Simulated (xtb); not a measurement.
NTi (SMILES [N]#[Ti]), doublet, from a rough starting geometry (GFN-xTB shapes and energies of metal compounds can be far from the true ones); GFN2-xTB in xtb.

xtb was given this input:
```
$ xtb mol.xyz --gfn 2 --uhf 1 --opt vtight --json

# file mol.xyz
2

Ti     0.08566282    -0.03308556    -0.84834910
N     -0.06477403     0.01496225     0.86023797
```

Q: Predict the main parts of the log of this xtb run.

A: 
```
   ID    Z sym.   atoms
    1   22 Ti     1
    2    7 N      2

           -------------------------------------------------
          |                Calculation Setup                |
           -------------------------------------------------

           -------------------------------------------------
          |                 G F N 2 - x T B                 |
           -------------------------------------------------

          ...................................................
          :                      SETUP                      :
          :.................................................:
          :  # basis functions                  14          :
          :  # atomic orbitals                  13          :
          :  # shells                            5          :
          :  # electrons                         9          :
          :  max. iterations                   250          :
          :  Hamiltonian                  GFN2-xTB          :
          :  restarted?                      false          :
          :  GBSA solvation                  false          :
          :  PC potential                    false          :
          :  electronic temp.          300.0000000     K    :
          :  accuracy                    1.0000000          :
          :  -> integral cutoff          0.2500000E+02      :
          :  -> integral neglect         0.1000000E-07      :
          :  -> SCF convergence          0.1000000E-05 Eh   :
          :  -> wf. convergence          0.1000000E-03 e    :
          :  Broyden damping             0.4000000          :
          :  net charge                          0          :
          :  unpaired electrons                  1          :
          ...................................................

 iter      E             dE          RMSdq      gap      omega  full diag
   1     -2.7904426 -0.279044E+01  0.547E+01    0.00       0.0  T
   2     -3.0659609 -0.275518E+00  0.328E+01    0.51       1.0  T
   3     -3.9981512 -0.932190E+00  0.175E+01    1.35       1.0  T
   4     -3.6324357  0.365715E+00  0.218E+01    1.19       1.0  T
   5     -3.9337822 -0.301346E+00  0.153E+01    1.74       1.0  T
   6     -3.7326176  0.201165E+00  0.231E+01    0.07       1.0  T
   7     -3.5756928  0.156925E+00  0.247E+01    0.01       1.0  T
   8     -4.2741010 -0.698408E+00  0.737E+00    0.65       1.0  T
   9     -4.2843608 -0.102598E-01  0.687E+00    0.69       1.0  T
  10     -4.3005299 -0.161690E-01  0.134E+01    1.17       1.0  T
  11     -4.2717182  0.288117E-01  0.226E+01    1.35       1.0  T
  12     -4.2760202 -0.430208E-02  0.113E+01    1.09       1.0  T
  13     -4.3116512 -0.356309E-01  0.115E+01    0.78       1.0  T
  14     -4.2949360  0.167152E-01  0.126E+01    0.54       1.0  T
  15     -4.2755614  0.193746E-01  0.128E+01    0.44       1.0  T
  16     -4.2757941 -0.232718E-03  0.132E+01    0.44       1.0  T
  17     -4.3071189 -0.313247E-01  0.884E+00    0.69       1.0  T
  18     -4.3120079 -0.488909E-02  0.456E+00    0.84       1.0  T
  19     -4.3121678 -0.159911E-03  0.172E+00    0.90       1.0  T
  20     -4.3123726 -0.204760E-03  0.664E-01    0.93       1.0  T
  21     -4.3124601 -0.874569E-04  0.337E-01    0.94       1.0  T
  22     -4.3125799 -0.119806E-03  0.215E-01    0.95       1.0  T
  23     -4.3126363 -0.564660E-04  0.989E-02    0.96       1.0  T
  24     -4.3126481 -0.117199E-04  0.306E-02    0.96       2.3  T
  25     -4.3126494 -0.129480E-05  0.856E-03    0.97       8.3  T
  26     -4.3126494 -0.215885E-07  0.645E-03    0.97      11.0  T
  27     -4.3126494 -0.145856E-07  0.291E-04    0.97     243.1  T
  28     -4.3126494 -0.111688E-10  0.637E-05    0.97    1110.3  T

   *** convergence criteria satisfied after 28 iterations ***

         :::::::::::::::::::::::::::::::::::::::::::::::::::::
         ::                     SUMMARY                     ::
         :::::::::::::::::::::::::::::::::::::::::::::::::::::
         :: total energy              -4.281601305854 Eh    ::
         :: gradient norm              0.001646291563 Eh/a0 ::
         :: HOMO-LUMO gap              0.966563668972 eV    ::
         ::.................................................::
         :: SCC energy                -4.312649386880 Eh    ::
         :: -> isotropic ES            0.004115240210 Eh    ::
         :: -> anisotropic ES          0.014907173818 Eh    ::
         :: -> anisotropic XC         -0.005174085317 Eh    ::
         :: -> dispersion             -0.000899782748 Eh    ::
         :: repulsion energy           0.031048081026 Eh    ::
         :: add. restraining           0.000000000000 Eh    ::
         :: total charge              -0.000000000284 e     ::
         :::::::::::::::::::::::::::::::::::::::::::::::::::::

      -----------------------------------------------------------
     |                   =====================                   |
     |                        A N C O P T                        |
     |                   =====================                   |
     |               Approximate Normal Coordinate               |
     |                Rational Function Optimizer                |
      -----------------------------------------------------------
      -----------------------------------------------------------
     |                   =====================                   |
     |                        A N C O P T                        |
     |                   =====================                   |
     |               Approximate Normal Coordinate               |
     |                Rational Function Optimizer                |
      -----------------------------------------------------------

          ...................................................
          :                      SETUP                      :
          :.................................................:
          :   optimization level         verytight          :
[...]
 * total energy  :    -4.2816013 Eh     change       -0.1758593E-12 Eh
 * total energy  :    -4.2816034 Eh     change       -0.2113537E-05 Eh
 * total energy  :    -4.2816034 Eh     change       -0.2741366E-07 Eh
   *** GEOMETRY OPTIMIZATION CONVERGED AFTER 3 ITERATIONS ***
[...]
           -------------------------------------------------

          ...................................................
          :                      SETUP                      :
          :.................................................:
          :  # basis functions                  14          :
          :  # atomic orbitals                  13          :
          :  # shells                            5          :
          :  # electrons                         9          :
          :  max. iterations                   250          :
          :  Hamiltonian                  GFN2-xTB          :
          :  restarted?                      false          :
          :  GBSA solvation                  false          :
          :  PC potential                    false          :
          :  electronic temp.          300.0000000     K    :
          :  accuracy                    1.0000000          :
          :  -> integral cutoff          0.2500000E+02      :
          :  -> integral neglect         0.1000000E-07      :
          :  -> SCF convergence          0.1000000E-05 Eh   :
          :  -> wf. convergence          0.1000000E-03 e    :
          :  Broyden damping             0.4000000          :
          :  net charge                          0          :
          :  unpaired electrons                  1          :
          ...................................................

 iter      E             dE          RMSdq      gap      omega  full diag
   1     -4.3130287 -0.431303E+01  0.426E-05    0.97       0.0  T
   2     -4.3130287  0.192557E-11  0.498E-05    0.97    1418.6  T
   3     -4.3130287 -0.236966E-11  0.253E-05    0.97    2790.6  T

   *** convergence criteria satisfied after 3 iterations ***

         :::::::::::::::::::::::::::::::::::::::::::::::::::::
         ::                     SUMMARY                     ::
         :::::::::::::::::::::::::::::::::::::::::::::::::::::
         :: total energy              -4.281603446884 Eh    ::
         :: gradient norm              0.000001207977 Eh/a0 ::
         :: HOMO-LUMO gap              0.968998062625 eV    ::
         ::.................................................::
         :: SCC energy                -4.313028745834 Eh    ::
         :: -> isotropic ES            0.004176434602 Eh    ::
         :: -> anisotropic ES          0.014891988759 Eh    ::
         :: -> anisotropic XC         -0.005213651710 Eh    ::
         :: -> dispersion             -0.000899737336 Eh    ::
         :: repulsion energy           0.031425298951 Eh    ::
         :: add. restraining           0.000000000000 Eh    ::
         :: total charge              -0.000000000264 e     ::
         :::::::::::::::::::::::::::::::::::::::::::::::::::::

           -------------------------------------------------
          |                Property Printout                |
           -------------------------------------------------

    * Orbital Energies and Occupations

         #    Occupation            Energy/Eh            Energy/eV
      -------------------------------------------------------------
         1        2.0000           -0.5596629             -15.2292
         2        2.0000           -0.3776318             -10.2759
         3        2.0000           -0.3057810              -8.3207
         4        2.0000           -0.3057810              -8.3207
         5        1.0000           -0.2818132              -7.6685 (HOMO)
         6                         -0.2462032              -6.6995 (LUMO)
         7                         -0.2462032              -6.6995
         8                         -0.2110836              -5.7439
         9                         -0.2110836              -5.7439
        10                         -0.1090044              -2.9662
        11                         -0.0204511              -0.5565
        12                         -0.0204511              -0.5565
        13                          0.3876727              10.5491
      -------------------------------------------------------------
                  HL-Gap            0.0356100 Eh            0.9690 eV
             Fermi-level           -0.2789027 Eh           -7.5893 eV

     #   Z          covCN         q      C6AA      α(0)
     1  22 Ti       0.776     0.505   851.259    86.531
     2   7 N        0.776    -0.505    34.429     8.568

 Mol. C6AA /au·bohr⁶  :       1166.712854
 Mol. C8AA /au·bohr⁸  :     116105.891134
 Mol. α(0) /au        :         95.098199

Wiberg/Mayer (AO) data.
largest (>0.10) Wiberg bond orders for each atom

 ---------------------------------------------------------------------------
     #   Z sym  total        # sym  WBO       # sym  WBO       # sym  WBO
 ---------------------------------------------------------------------------
     1  22 Ti   2.826 --     2 N    2.826
     2   7 N    2.826 --     1 Ti   2.826
 ---------------------------------------------------------------------------

Topologies differ in total number of bonds
Writing topology from bond orders to xtbtopo.mol

molecular dipole:
                 x           y           z       tot (Debye)
 q only:        0.143      -0.046      -1.629
   full:        0.304      -0.097      -3.455       8.820
molecular quadrupole (traceless):
                xx          xy          yy          xz          yz          zz
 q only:        0.023      -0.005       0.017      -0.046       0.041      -0.040
  q+dip:       -2.616      -0.031      -2.686      -0.812       0.315       5.302
   full:       -1.346      -0.021      -1.389      -0.471       0.207       2.735

optimized geometry written to: xtbopt.xyz

           -------------------------------------------------
          | TOTAL ENERGY               -4.281603446884 Eh   |
          | GRADIENT NORM               0.000001207977 Eh/α |
          | HOMO-LUMO GAP               0.968998062625 eV   |
           -------------------------------------------------
```
